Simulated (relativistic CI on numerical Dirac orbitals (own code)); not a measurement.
# Rh⁷⁺: 4s photoemission

Computed with this model: Dirac-Coulomb-Breit CI, separate exchange-only KLI orbitals for each configuration, QED by a radiative potential, valence Slater integrals scaled by 0.8, multiplet model of photoemission in the sudden approximation; configurations [Kr] 4d2 → [Ar] 3d10 4s 4p6 4d2; 300 K; Lorentzian 2 eV and Gaussian 0.6 eV FWHM. Energies are those of the free ion, without screening or charge transfer. The energies are binding energies and can lie tens of eV above those of solids. Without intra-shell correlation the exchange splitting of an s hole comes out too large, often by half or more. S is read from ⟨S²⟩ = S(S + 1).

free ion: ground-state S = 0.98, centroid 208.15 eV. Peaks (eV, height): 206.4 (100), 212.0 (44).

Strongest unbroadened transitions for free ion:

```csv
Energy (eV),Relative strength
206.36,100.0
206.60,73.4
208.56,0.0
208.70,0.6
210.31,0.7
210.36,8.8
212.11,68.3
214.25,0.0
```
